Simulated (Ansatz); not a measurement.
Molecule: C$_{4}$H$_{9}$N$_{2}$O, net charge 0, doublet state. It need not be the lowest isomer of its formula. 
Structure (B3LYP-D3(BJ)/def2-TZVP (Ansatz, an electronic-structure program) minimum search):
```
C
O 1 1.2273
N 1 1.3681 2 123.14
N 1 1.3996 2 123.24 3 177.65
C 4 1.4300 1 114.24 2 20.37
H 5 1.0911 4 108.96 1 154.51
H 5 1.0928 6 111.89 4 127.03
H 5 1.0999 6 106.66 7 116.41
C 3 1.4478 1 118.98 2 -3.22
H 9 1.0855 3 109.12 1 -10.27
H 9 1.0928 10 110.03 3 120.60
H 9 1.0951 10 108.86 11 118.47
C 3 1.4500 1 124.58 2 175.02
H 13 1.0838 3 109.80 1 -5.28
H 13 1.0938 14 109.54 3 120.53
H 13 1.0945 14 109.16 15 118.15
```
Charge 0, spin multiplicity 2.

Quantity: atomisation energy (electronic, to ground-state atoms), in kcal/mol. Valence correlation only, unless marked. Open shells are spin-unrestricted. Spin-orbit coupling is left out. No relativistic terms. The coupled-cluster limit lacks core correlation, which all-electron functionals hold. Basis-set limits of correlation are two-point, X^-3; Hartree-Fock from the larger set. The bracket is a focal-point correction in the basis named.

```tsv
level	program	atomisation energy (kcal/mol)	minus last row
HF/cc-pVDZ	Ansatz	1036.9	-469.0
BLYP-D4/def2-TZVPD	Ansatz + dftd4	1526.6	20.7
revPBE-D4/def2-TZVPD	Ansatz + dftd4	1524.9	19.0
B3LYP-D3(BJ)/def2-TZVPD	Ansatz + dftd3	1520.1	14.2
B3LYP/def2-TZVPD	Ansatz	1506.9	1.0
PBE0/STO-3G	Ansatz	1698.8	192.9
PBE0/6-31G*	Ansatz	1522.8	16.9
PBE0-D3(BJ)/def2-TZVP	Ansatz + dftd3	1525.8	19.9
BHLYP-D3(BJ)/def2-TZVPD	Ansatz + dftd3	1462.8	-43.1
r2SCANh-D4/def2-TZVPD	Ansatz + dftd4	1505.1	-0.8
HSE06-D3(BJ)/def2-TZVPD	Ansatz + dftd3	1526.3	20.4
HSE06/def2-TZVPD	Ansatz	1521.3	15.4
CAM-B3LYP-D3(BJ)/def2-TZVPD	Ansatz + dftd3	1523.6	17.7
CAM-B3LYP/def2-TZVPD	Ansatz	1517.7	11.8
LC-wPBE-D4/def2-TZVPD	Ansatz + dftd4	1521.9	16.0
B2PLYP/def2-TZVPD	Ansatz	1493.7	-12.2
MP2/cc-pVDZ	Ansatz	1405.1	-100.8
SCS-MP2/STO-3G	Ansatz	1380.2	-125.7
SCS-MP2/6-31G*	Ansatz	1376.3	-129.6
CCSD(T)/cc-pVTZ	Ansatz	1463.4	-42.5
RI-MP2/CBS(cc-pVTZ,cc-pVQZ)+[CCSD(T)-MP2]/cc-pVTZ	Ansatz	1505.9	0.0
```
